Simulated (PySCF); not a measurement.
# Radial density of Ba (barium, neutral)

revPBE, [Xe] 6p2, high-spin 3P determinant (an excited configuration). Calculation: PySCF 2.14, in ANO-RCC-VTZP (8s7p4d2f1g, 72 functions); scalar relativity by spin-free X2C-1e.

```
r (bohr)  4πr²ρ (e/bohr)  4πr²(ρα − ρβ)
  0.0207           72.36         0.0011
  0.0348           63.55         0.0034
  0.0585           84.80         0.0051
  0.0983           88.68         0.0004
   0.165           71.02         0.0064
   0.278           70.99         0.0041
   0.468           27.90         0.0174
   0.787           27.02         0.0014
    1.32           8.219         0.0738
    2.23           3.475         0.0023
    3.75          0.4613         0.2742
    6.30          0.3564         0.3560
    10.6         0.04454         0.0445
    17.8       6.132e-05         0.0001
```

Densities and radii are taken from the X2C orbitals without a picture-change correction, which distorts them close to the nucleus.

Spin-orbit coupling, absent here, splits the open shell strongly.
